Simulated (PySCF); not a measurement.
Species: C2H6B3NO4.
SMILES with atom numbers: `[CH3:1][C:2](=[O:3])[NH:4][B:5]1[O:6][BH:7][O:8][BH:9][O:10]1` (hydrogens: H11, H12, H13 on C1; H14 on N4; H15 on B7; H16 on B9)

Geometry (PBE0-D3(BJ)/def2-SVP, Å), atoms numbered from 1 in this order:
```xyz
16
C2H6B3NO4 angstrom
C     -3.0816    0.2941    0.5479
C     -1.8211    0.3696   -0.2827
O     -1.8003    0.7944   -1.4084
N     -0.6825   -0.0921    0.3767
B      0.6666   -0.1369   -0.0855
O      1.6088   -0.6340    0.7977
B      2.9234   -0.7041    0.4266
O      3.2991   -0.2706   -0.8174
B      2.3661    0.2210   -1.6987
O      1.0541    0.2798   -1.3285
H     -3.9310    0.6115   -0.0670
H     -3.0008    0.9561    1.4247
H     -3.2533   -0.7296    0.9155
H     -0.8282   -0.4274    1.3224
H      3.7432   -1.1439    1.1888
H      2.7068    0.5959   -2.7884
```

Computed with PySCF at PBE0/pcSseg-1, non-relativistic, on one gas-phase PBE0-D3(BJ)/def2-SVP geometry that isn't relaxed in the solvent. The solvent is an IEF-PCM continuum (van der Waals radii × 1.2). Specific hydrogen bonds and non-electrostatic terms are outside this model.

```
run  E − E(gas) (kcal/mol)  HOMO (eV)  HOMO–LUMO gap (eV)  dipole (D)
gas                   0.00      -7.67                7.16        3.69
  P                  -9.39      -7.83                7.37        4.87
  Q                  -6.87      -7.77                7.31        4.54
```

Question: The runs were made in acetone and chloroform. Which run belongs to which solvent?

Answer: P = acetone, Q = chloroform. The dielectric constants are 4.711 (chloroform), 20.49 (acetone), and the energy falls further as ε rises. In this model the ground state sees the solvent through ε alone.

Question: How constant is the ratio of the lowering to (ε − 1)/(2ε + 1)?

Answer: 
```tsv
solvent	(ε − 1)/(2ε + 1)	E − E(gas) (kcal/mol)	ratio (kcal/mol)	polarisation term (kcal/mol)
chloroform	0.356	-6.87	-19.3	-7.77
acetone	0.464	-9.39	-20.2	-11.11
```

The ratio changes by +4.8 % in size from chloroform to acetone. The polarisation term is half the interaction of the solute with the induced surface charges.
